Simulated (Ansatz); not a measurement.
One change: `O=CBF` becomes `COBC=O`.

Ansatz, PBE0-D4/def2-TZVP geometries, multiplicity 1. Each molecule was computed in one conformer, which needn't be the lowest.

| property | `O=CBF` |
| --- | --- |
| HOMO energy (PBE/def2-TZVPP) / eV | -5.92 |
| HOMO–LUMO gap (PBE0/def2-TZVPP) / eV | 4.60 |
| LUMO energy (PBE0/def2-TZVPP) / eV | -2.93 |
| HOMO energy (ωB97M-V/def2-TZVPP) / eV | -9.91 |
| HOMO–LUMO gap (PBE/def2-TZVPP) / eV | 1.90 |
| size of the dipole moment (PBE/def2-TZVPP) / D | 1.40 |

Task: What does the change do to each property? (Estimate.)

Result: Computed: 
| property | `COBC=O` | shift |
| --- | --- | --- |
| HOMO energy (PBE/def2-TZVPP) / eV | -5.35 | 0.57 |
| HOMO–LUMO gap (PBE0/def2-TZVPP) / eV | 4.83 | 0.23 |
| LUMO energy (PBE0/def2-TZVPP) / eV | -2.12 | 0.81 |
| HOMO energy (ωB97M-V/def2-TZVPP) / eV | -9.34 | 0.57 |
| HOMO–LUMO gap (PBE/def2-TZVPP) / eV | 2.16 | 0.26 |
| size of the dipole moment (PBE/def2-TZVPP) / D | 3.93 | 2.53 |

With PBE0 the HOMO rises by 0.58 eV and the LUMO rises by 0.81 eV, so the gap widens by about 0.23 eV. PBE moves the HOMO by 0.57 eV and ωB97M-V by 0.57 eV. The zero-point energy changes by 107.3 kJ/mol with +12 modes. Dipoles are sizes alone; their direction can turn.
